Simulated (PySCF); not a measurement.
Compound: C6H9Br.
SMILES: `Br[C@H]1[C@@H]2CC[C@H]1C2`

Linear response at B3LYP/def2-SVPD (PySCF, frozen core in the response, non-relativistic). Isolated species at its PBE0-D3(BJ)/def2-SVP geometry, gas phase. The B3LYP/def2-SVPD calculation is non-relativistic and has no spin–orbit coupling, an omission that weighs most on bromine.

Static isotropic polarisability: 87.79 au (13.01 Å³), principal values 78.4, 78.9, 106.1 au.

What is the polarisability at 1064 nm and at the sodium D line?

88.48 au at 1064 nm (+0.8 %), 90.10 au at 589.3 nm (+2.6 %). The rise at 589.3 nm is 3.35 times that at 1064 nm; a pure ω² law gives 3.26. The lowest singlet lies at 207 nm, shorter than both wavelengths.

What is the isotropic C6 coefficient between two such molecules, C6 = (3/π)∫α(iω)² dω?

3199 au (Eh·bohr⁶) by a ten-point quadrature over imaginary frequencies, which is 1910 eV·Å⁶ or 184 J·nm⁶/mol.

Which effective excitation energy ω̄ makes London's formula C6 = (3/4)α²ω̄ exact here?

ω̄ = 4·C6/(3α²) = 0.553 Eh = 15.1 eV. A one-pole form α(ω) = α/(1 − ω²/ω̄²) fitted to the 1064 nm value gives 13.2 eV.

What molar refraction at the D line follows from R = (4π/3)·N_A·α′, with α′ the polarisability volume?

α′ = 13.35 Å³ gives R = 33.68 cm³/mol, for isolated, non-vibrating species.

What three-body coefficient follows from the one-pole estimate C9 = (3/4)·α·C6?

211000 au. This is an estimate from the two numbers above, not a computed integral.

The lowest 6 singlets have (eV, f): 5.98, 0.001; 6.14, 0.002; 7.01, 0.043; 7.17, 0.023; 7.46, 0.000; 7.53, 0.000. What share of the static polarisability do they carry in the sum over states α = Σ f/ω²?

1.04 au, 1.2 % of α; the largest term, 0.65 au, is that of the state at 7.01 eV. Their oscillator strengths add up to 0.07. Higher states carry the rest.

What n − 1 at the D line would an ideal gas of it have at 273.15 K and 1 atm (2.6868 × 10¹⁹ cm⁻³), by n − 1 = 2π·N·α′?

22.54 × 10⁻⁴, a formal value whether or not that pressure can be reached.

How many electrons N does the Slater–Kirkwood formula C6 = (3/4)·√N·α^(3/2) need to give this C6?

N = (4·C6/3)²/α³ = 26.9; the species has 80 electrons in all.

How anisotropic is the static polarisability, by Δα² = ½[(α1 − α2)² + (α2 − α3)² + (α3 − α1)²]?

Δα = 27.4 au, or 0.31 of the isotropic value.
